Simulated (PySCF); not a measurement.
Two probes of the same atoms: core binding energy and nuclear shielding

Compound: C₄H₁₀OSi₃.
Cartesian coordinates in Å at the PBE0-D3(BJ)/def2-SVP level; atoms count from 1:
```
atom  x, y, z in Å
Si1   -1.705    2.326   -0.439
Si2   -1.139    0.054   -0.600
Si3   -2.342   -1.185    0.989
C4     0.694   -0.163   -0.295
C5     1.729   -0.640   -1.059
C6     2.909   -0.544   -0.261
C7     2.507   -0.017    0.930
O8     1.183    0.214    0.921
H9    -0.949    3.135   -1.444
H10   -1.371    2.821    0.932
H11   -3.172    2.511   -0.669
H12   -1.413   -0.455   -1.980
H13   -3.814   -1.030    0.769
H14   -1.988   -2.636    0.906
H15   -2.007   -0.683    2.357
H16    1.651   -1.016   -2.077
H17    3.922   -0.830   -0.536
H18    3.034    0.239    1.846
```

Binding energies: PySCF, delta-SCF UKS SCAN, pcX-2 on the ionised atom, pcseg-1 elsewhere, spin-free X2C. Shieldings: GIAO PBE0/pcSseg-1, non-relativistic, same geometry.

| atom | C 1s (eV) |
| --- | --- |
| C4 | 290.98 |
| C5 | 290.15 |
| C6 | 290.35 |
| C7 | 291.40 |

What are the absolute isotropic shieldings of these atoms?

| atom | environment | C 1s (eV) | isotropic shielding (ppm) |
| --- | --- | --- | --- |
| C5 | aromatic CH carbon | 290.15 | 54.2 |
| C6 | aromatic CH carbon | 290.35 | 68.2 |
| C4 | substituted aromatic carbon | 290.98 | 32.9 |
| C7 | aromatic CH next to a ring oxygen | 291.40 | 31.0 |

Among the listed atoms, is the one with the highest binding energy also the least shielded?

Yes: C7 has both (291.40 eV, 31.0 ppm).

By binding energy: C5 < C6 < C4 < C7. By shielding: C7 < C4 < C5 < C6.

Isolated species at its PBE0-D3(BJ)/def2-SVP geometry (one conformer only).
